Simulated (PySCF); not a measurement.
**Copper: a sound run and one with changed settings**

Sound run: Cu [Ar] 3d10 4s1, Cu⁺ [Ar] 3d10. Calculation: PySCF 2.14, in pcseg-2 (6s4p3d2f1g, 56 functions); no relativity, point nucleus. The sound run starts from symmetry-adapted Hartree-Fock orbitals and uses a fine grid where one is needed.

A second run was set up differently.

| species | method | sound run (hartree) | changed run (hartree) | converged |
| --- | --- | --- | --- | --- |
| Cu | UHF | -1638.93075 | -1638.93075 | yes |
| Cu | BP86 | -1640.79319 | -1640.80216 | yes |
| Cu | M06-2X | -1640.48870 | -1640.52120 | yes |
| Cu⁺ | UHF | -1638.69518 | -1638.69518 | yes |
| Cu⁺ | BP86 | -1640.49029 | -1640.50003 | yes |
| Cu⁺ | M06-2X | -1640.21237 | -1640.25463 | yes |

Ionisation energy of Cu:

```csv
method,sound run (eV),changed run (eV)
UHF,6.410,6.410
BP86,8.242,8.222
M06-2X,7.519,7.254
```

**Question.** What was changed?
A. level shift left on
B. all electrons correlated in a valence basis
C. radial grid too coarse
D. minimal basis

**Answer.** C. It used radial step 0.5 in ln r (0.13 in the sound run). A coarse radial grid mis-integrates the density and the exchange-correlation energy, with errors of either sign; Hartree-Fock needs no grid.
